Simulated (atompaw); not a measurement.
# S (Z = 16) PAW (atompaw): all-electron and pseudo phase curves

- Element: sulfur (S)
- Generator: atompaw 4.2.0.5
- Type: PAW
- Functional: LDA (PW92)
- Relativity: scalar-relativistic
- Frozen core: [Ne]
- Valence charge: 6
- Reference configuration: 3s2 3p2 (charge +2)
- Partial waves: 3s (bound): rc 1.80 bohr; 3s channel at 1 Ry: rc 1.80 bohr; 3p (bound): rc 1.80 bohr; 3p channel at 3.05 Ry: rc 1.80 bohr; 3d channel at 0.1 Ry: rc 1.35 bohr
- Local potential: ultrasoft scheme with l = 3 at 0 Ry, radius 1.20 bohr
- Core correction: smooth core density matched at 1.30 bohr
- Augmentation charge: besselshape compensation charge, radius 1.65 bohr; PAW radius 1.80 bohr; waves and projectors: custom rrkj vanderbiltortho

The phase is arctan(r·u′/u) with u = r·R(r), unwrapped; energies in Ry, scanned from -5 to 5 Ry. A pole is an energy at which the radial function vanishes at the test radius. The pseudo phase is shifted by a multiple of π to meet the all-electron one at the reference energy, and phase errors are pseudo minus all-electron; the curves can meet again beyond the range given. Levels narrower than the energy grid can be missing from the lists of poles.

```tsv
channel	radius (bohr)	reference energy (Ry)	poles, all-electron	poles, pseudo	unbroken range about the reference energy with phases within 0.05 rad	phase error 1 Ry above the reference energy (rad)
s	1.81	-2.90	-0.44	-0.45	below 4.1	-0.000
p	1.81	-2.06	0.72	0.71	the whole range	-0.001
d	1.81	0.10	1.80	1.82	the whole range	+0.001
```

Phases in the s channel:

```
E (Ry)  all-electron  pseudo
 -5.00         1.033   1.031
 -4.76         0.971   0.969
 -4.52         0.888   0.886
 -4.28         0.773   0.772
 -4.04         0.611   0.609
 -3.80         0.375   0.374
 -3.56         0.053   0.052
 -3.32        -0.321  -0.321
 -3.08        -0.658  -0.658
 -2.84        -0.910  -0.910
 -2.60        -1.086  -1.086
 -2.36        -1.208  -1.209
 -2.12        -1.298  -1.298
 -1.88        -1.365  -1.365
 -1.64        -1.417  -1.417
 -1.40        -1.459  -1.459
 -1.16        -1.494  -1.494
 -0.92        -1.523  -1.523
 -0.68        -1.549  -1.549
 -0.44        -1.571  -1.571
 -0.20        -1.591  -1.592
  0.04        -1.610  -1.610
  0.28        -1.627  -1.628
  0.52        -1.644  -1.644
  0.76        -1.660  -1.660
  1.00        -1.675  -1.675
  1.24        -1.690  -1.690
  1.48        -1.705  -1.706
  1.72        -1.721  -1.721
  1.96        -1.737  -1.737
  2.20        -1.753  -1.754
  2.44        -1.771  -1.772
  2.68        -1.789  -1.792
  2.92        -1.809  -1.814
  3.16        -1.832  -1.839
  3.40        -1.856  -1.869
  3.64        -1.884  -1.904
  3.88        -1.916  -1.948
  4.12        -1.953  -2.007
  4.36        -1.998  -2.091
  4.60        -2.051  -2.222
  4.84        -2.117  -2.463
```
